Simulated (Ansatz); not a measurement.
Single points on GeH2Me(NHMe) (C₂H₉GeN).

```yaml
crystal:
  periodic: [false, false, false]
  atoms:
    - {symbol: Ge, position_ang: [0.572052, 0.608767, 0.273493]}
    - {symbol: H, position_ang: [0.776069, 0.532321, 1.800816]}
    - {symbol: H, position_ang: [1.973182, 0.601456, -0.400763]}
    - {symbol: C, position_ang: [-0.410141, 2.204349, -0.253626]}
    - {symbol: H, position_ang: [0.139550, 3.110197, 0.040351]}
    - {symbol: H, position_ang: [-1.397628, 2.216352, 0.229146]}
    - {symbol: H, position_ang: [-0.551048, 2.228563, -1.344453]}
    - {symbol: N, position_ang: [-0.459436, -0.843719, -0.177348]}
    - {symbol: C, position_ang: [-0.028718, -2.181938, 0.149518]}
    - {symbol: H, position_ang: [-0.858615, -0.782967, -1.109498]}
    - {symbol: H, position_ang: [0.823046, -2.565600, -0.450944]}
    - {symbol: H, position_ang: [0.280497, -2.227310, 1.207147]}
    - {symbol: H, position_ang: [-0.858811, -2.900461, 0.036150]}
basis:
  gaussian: {orbitals: 6-31G}
hamiltonian: {xc: {name: B3LYP}, dispersion: d4}
scf: {omitted_lower_state_checks: [starts]}
output: {orbitals: {seedname: orbitals}}
```

The file start.molden holds the orbitals of an earlier run on this structure, at another level or in another basis.

```sh
$ ansatz run in.yaml --threads 4 --pin off --events-out ev --progress --plain --max-ram 3916MiB
```

Shortened log:

```
Functional definition: B3LYP
  name "B3LYP"
  cite "Stephens, Devlin, Chabalowski & Frisch, J. Phys. Chem. 98, 11623 (1994) doi:10.1021/j100096a001"
  cite "Becke, Phys. Rev. A 38, 3098 (1988) doi:10.1103/PhysRevA.38.3098"
  cite "Lee, Yang & Parr, Phys. Rev. B 37, 785 (1988) doi:10.1103/PhysRevB.37.785"
  cite "Vosko, Wilk & Nusair, Can. J. Phys. 58, 1200 (1980) doi:10.1139/p80-159"
  parameter a0 = 0.2
  parameter ax = 0.72
  parameter ac = 0.81
  exchange = (1 - a0 - ax)*slater_x + ax*b88_x + a0*exact_x
  correlation = (1 - ac)*vwn_rpa_c + ac*lyp_c
these checks for a lower state are left out or cut short: starts
925 factors; integrals over basis functions are off by at most 4.0e-4 eV
mean field evaluation 1: about -60210.1232 eV, gradient 6.7e1 eV
mean field evaluation 2: about -60196.8370 eV, gradient 9.7e1 eV
mean field evaluation 4: about -60219.7709 eV, gradient 5.0e0 eV
mean field evaluation 8: about -60219.9757 eV, gradient 1.7e-1 eV
mean field evaluation 16: about -60219.9757 eV, gradient 1.3e-5 eV
mean field -60219.97572967 eV, -2213.0432894999 hartree, gradient 1.3e-5 eV, S^2 0.000000; 0 other end points of the search recorded, 0 dependent functions left out
reference -60219.97596804 eV, -2213.0432982596 hartree; 30, 30 occupied and 44, 44 virtual orbitals, 925 factors
Total energy: -60220.34466279 eV, -2213.0568475418 hartree
Checks for a lower state left out: starts
```

Hardware: 4 threads of Arm Neoverse V1 on a shared host. Wall time 1.2 s.

The first input with `gaussian: {orbitals: def2-TZVP, initial_orbitals: start.molden}`, `hamiltonian: {xc: hse06, dispersion: d4}` (abridged; 2.8 s):

```
Functional definition: HSE06
mean field -60218.74357823 eV, -2212.9980087696 hartree, gradient 8.4e-6 eV, S^2 0.000000
Total energy: -60218.92389737 eV, -2213.0046353756 hartree
Checks for a lower state left out: starts
```

As the first input, with `gaussian: {orbitals: def2-TZVP, initial_orbitals: start.molden}`, `hamiltonian: {xc: lda}` (abridged; 1.1 s):

```
Functional definition: SPW92
mean field -60110.78733344 eV, -2209.0306899487 hartree, gradient 9.5e-6 eV, S^2 0.000000
Total energy: -60110.78737654 eV, -2209.0306915329 hartree
Checks for a lower state left out: starts
```

As the first input, with `gaussian: {orbitals: def2-TZVP, initial_orbitals: start.molden}`, `hamiltonian: {xc: {name: revPBE}, dispersion: d4}` (abridged; 2.2 s):

```
Functional definition: revPBE
mean field -60225.02870266 eV, -2213.2289828321 hartree, gradient 2.6e-5 eV, S^2 0.000000
Total energy: -60225.75345753 eV, -2213.2556170822 hartree
Checks for a lower state left out: starts
```

The first input with `gaussian: {orbitals: def2-TZVP, initial_orbitals: start.molden}`, `correlation: {method: ccsd_t}` and without the key `hamiltonian` (abridged; 82 s):

```
Functional definition: HF
mean field -60160.12236870 eV, -2210.8437190542 hartree, gradient 1.7e-6 eV, S^2 0.000000
12 core orbitals not correlated: weight in the atoms' cores, before any rotation towards them, 1.000 or more for the frozen orbitals, at most 0.000 for the correlated occupied ones
second order -22.07277471 eV of doubles, -0.00000000 eV of singles
cycle   1  -22.56610336 eV  change   -4.9e-1 eV  update   1.0e-1
cycle   2  -23.21516179 eV  change   -6.5e-1 eV  update   2.8e-2
cycle   3  -23.30092916 eV  change   -8.6e-2 eV  update   1.2e-2
cycle   4  -23.29635087 eV  change    4.6e-3 eV  update   2.8e-3
cycle   5  -23.29662988 eV  change   -2.8e-4 eV  update   1.1e-3
cycle   6  -23.29636948 eV  change    2.6e-4 eV  update   3.4e-4
cycle   7  -23.29631095 eV  change    5.9e-5 eV  update   1.5e-4
cycle   8  -23.29633833 eV  change   -2.7e-5 eV  update   5.8e-5
cycle   9  -23.29633506 eV  change    3.3e-6 eV  update   2.3e-5
perturbative correction -0.84794224 eV, -0.0311613027 hartree
Total energy: -60184.26664601 eV, -2211.7310048797 hartree
Checks for a lower state left out: starts
```

First input, but with `gaussian: {orbitals: def2-TZVP, initial_orbitals: start.molden}`, `hamiltonian: {xc: {name: BHLYP}, dispersion: d4}` (abridged; 2.6 s):

```
Functional definition: BHLYP
mean field -60227.69864931 eV, -2213.3271015619 hartree, gradient 2.0e-5 eV, S^2 0.000000
Total energy: -60227.97438765 eV, -2213.3372347590 hartree
Checks for a lower state left out: starts
```

First input, but with `gaussian: {orbitals: def2-SVP, initial_orbitals: start.molden}`, `hamiltonian: {xc: pbe, dispersion: d4}` (abridged; 1.1 s):

```
Functional definition: PBE
mean field -60205.45428794 eV, -2212.5096363593 hartree, gradient 1.1e-5 eV, S^2 0.000000
Total energy: -60205.68454006 eV, -2212.5180979685 hartree
Checks for a lower state left out: starts
```

Geometry: PBE0-D4/def2-SVP.

The 6-31G sets use Cartesian d functions. B3LYP takes the VWN-RPA correlation. HSE06 is defined as in plane-wave codes, on full-range PBE exchange. Correlated methods freeze 12 core orbitals; core or outer-core shells of Ge are correlated, in sets that lack core-valence functions.
